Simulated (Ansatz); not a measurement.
Basis-set extrapolation for ClFH4Si2 (`F[SiH2][SiH2]Cl`) (PBE0-D4/def2-TZVP geometry, frozen core, the Gaussian-basis code of Ansatz). Multiplicity 1, RHF reference.

```csv
,def2-TZVPP,def2-QZVPP
HF,-1139.324331,-1139.360367
MP2 correlation,-0.681211,-0.744953
CCSD(T) correlation,-0.756817,-0.818697
```

Energies in hartree. Use E(X) = E(∞) + A·exp(−7.88·√X) for Hartree–Fock and E(X) = E(∞) + B·X^(−2.97) for correlation, with X = 3 and 4.

Task: What is the CCSD(T) energy at the basis-set limit?

Result: HF limit: -1139.360367 + (-0.036036) × 0.13774 = -1139.36533. Correlation limit: -0.818697 + (-0.061880) × 0.74074 = -0.86453. Total: -1140.22986 hartree, 4.05 eV below CCSD(T)/def2-TZVPP.
